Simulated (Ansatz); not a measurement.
Reaction (redistribution): `[F][Ga-]1([Cl])[O]C=CC=[O+]1` + `C[C](C)(C)[In]([F])[Cl]` → `C[C](C)(C)[Ga]([F])[Cl]` + `[F][In-]1([Cl])[O]C=CC=[O+]1`

Gas-phase electronic energies from Ansatz, PBE0-D4/def2-TZVP geometries. CBS: MP2 limit from def2 TZ/QZ plus the TZ coupled-cluster correction, frozen cores. Functionals use def2-TZVPP. Elements past krypton have def2 core potentials. For Ga, In outer-core shells are correlated without core-valence functions, which leaves a few kJ/mol of doubt a bond. Scalar relativity is left out up to krypton.

`[F][Ga-]1([Cl])[O]C=CC=[O+]1`:

```xyz
11

F    -1.926   -0.699    2.169
Ga   -0.431   -1.052    1.338
Cl    0.772   -2.691    1.960
O    -0.819   -1.144   -0.523
C    -0.436   -0.263   -1.350
C     0.317    0.872   -1.077
C     0.768    1.206    0.193
O     0.578    0.559    1.267
H    -0.744   -0.440   -2.385
H     0.565    1.530   -1.898
H     1.356    2.122    0.306
```

`C[C](C)(C)[In]([F])[Cl]`:

```xyz
16

C     1.189   -1.013   -0.072
C     0.026   -0.049    0.114
C    -1.178   -0.760    0.710
C     0.447    1.126    0.986
In   -0.502    0.739   -1.846
F     0.828    1.668   -2.938
Cl   -2.526    0.688   -2.993
H     1.497   -1.395    0.911
H     2.061   -0.531   -0.523
H     0.921   -1.878   -0.684
H    -2.031   -0.092    0.845
H    -0.909   -1.154    1.700
H    -1.506   -1.605    0.100
H    -0.367    1.837    1.151
H     0.751    0.749    1.972
H     1.299    1.670    0.569
```

`C[C](C)(C)[Ga]([F])[Cl]`:

Cartesian coordinates in Å:
```
C -1.290 -0.147 -0.846
C -0.028 0.055 -0.013
C 0.901 1.061 -0.679
C -0.404 0.525 1.392
Ga 0.881 -1.694 0.164
F 0.010 -3.098 0.758
Cl 2.925 -2.144 -0.283
H -1.838 0.802 -0.912
H -1.962 -0.886 -0.403
H -1.066 -0.463 -1.868
H 1.819 1.217 -0.108
H 0.393 2.030 -0.761
H 1.187 0.754 -1.688
H 0.474 0.697 2.021
H -0.944 1.477 1.322
H -1.057 -0.186 1.904
```

`[F][In-]1([Cl])[O]C=CC=[O+]1`:

Z-matrix (Å, degrees):
```
In
O 1 2.104
Cl 1 2.296 2 112.6
O 1 2.103 2 89.9 3 -114.5
F 1 1.935 2 106.9 3 137.9
C 2 1.265 1 123.8 3 115.9
C 4 1.265 1 123.8 2 -1.4
C 6 1.391 2 128.4 1 -1.1
H 6 1.096 2 114.7 1 179.0
H 7 1.096 4 114.7 1 -179.0
H 8 1.082 6 117.1 2 -180.0
```

Problem. Is it downhill or uphill in electronic energy at CCSD(T)/CBS, and by how much? (Best estimate.)

Solution. The calculation gave: Uphill: ΔE = +25.7 kJ/mol.

Problem. What do these levels give: PBE0-D4, B2PLYP, PBE, BLYP, r2SCAN, PBE0, BHLYP, CAM-B3LYP, LC-ωPBE, MP2/def2-SVP, CCSD(T)/def2-SVP, CCSD(T)/def2-TZVPP? (Best estimate.)

Solution. The calculation gave: PBE0-D4 34.0, B2PLYP 34.7, PBE 31.8, BLYP 30.9, r2SCAN 36.3, PBE0 34.0, BHLYP 34.2, CAM-B3LYP 32.0, LC-ωPBE 27.0, MP2/def2-SVP 26.8, CCSD(T)/def2-SVP 30.2, CCSD(T)/def2-TZVPP 37.4 kJ/mol.

Largest T1 diagnostic among the species: 0.018.

Leaving LDA and LC-ωPBE aside and taking each functional with its dispersion term where it has one, the values, not all of them listed here, spread over 8.4 kJ/mol, from B97M-V to r2SCAN0-D4. LDA lies +8.4 kJ/mol from PBE without D4. From BLYP to BHLYP (50 % exact exchange), in def2-TZVPP and without D4, ΔE moves by +3.4 kJ/mol.
